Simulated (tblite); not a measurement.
C₄H₄N₂SSi.
SMILES: `C#CC1=C([SiH3])N=NS1`

All values are computed: GFN2-xTB (tblite) harmonic vibrations without scaling, gas phase. Errors from tens to a few hundred cm⁻¹ against measured bands are possible. Modes of hydrogen on silicon can be 10 to 20 % off.

Harmonic wavenumbers (cm⁻¹): 40.3, 91.7, 116.4, 164.6, 183.7, 360.8, 380.6, 424.4, 503.4, 509.0, 550.0, 558.3, 635.6, 640.7, 665.6, 671.6, 757.0, 766.8, 777.2, 791.4, 915.0, 1151.4, 1296.3, 1361.3, 1438.6, 2236.9, 2255.4, 2259.4, 2329.2, 3400.5.

A = 1868, B = 1461, C = 827.7 MHz; mass 139.986 u (most abundant isotopes); point group Cs, symmetry number 1.

Question: Zero-point energy?

Answer: ½Σν̃ = 14117 cm⁻¹ = 40.36 kcal/mol.

Question: Entropy at 350 K, 1 bar (ideal gas, RRHO, classical rotation)?

Answer: Translation 41.54, rotation 29.82, vibration 29.36: S = 100.7 cal/(mol K).

Question: And Cp and H(350 K) − H(0)?

Answer: Cp = 37.91 cal/(mol K), of which vibrations give 29.96 (their classical limit is 30 R = 59.6); H(350 K) − H(0) = 8.18 kcal/mol without the zero-point energy, 5.40 from vibrations.

Question: Which modes carry the vibrational entropy at 350 K?

Answer: 40.3 cm⁻¹: 5.56; 91.7 cm⁻¹: 3.94; 116.4 cm⁻¹: 3.47; 164.6 cm⁻¹: 2.80; 183.7 cm⁻¹: 2.59; 360.8 cm⁻¹: 1.38 cal/(mol K); the other 24 give 9.62 together.

Question: Blend soft modes into free rotors: weight 1/[1 + (100 cm⁻¹/ν̃)⁴] for the oscillator and the rest for a rotor with moment μB/(μ + B), μ = h/(8π²ν), B = 10⁻⁴⁴ kg m². What vibrational entropy results?

Answer: 27.02 cal/(mol K) in place of 29.36, which changes −T·S at 350 K by +0.82 kcal/mol.

Hindered rotation and anharmonicity are outside this model.
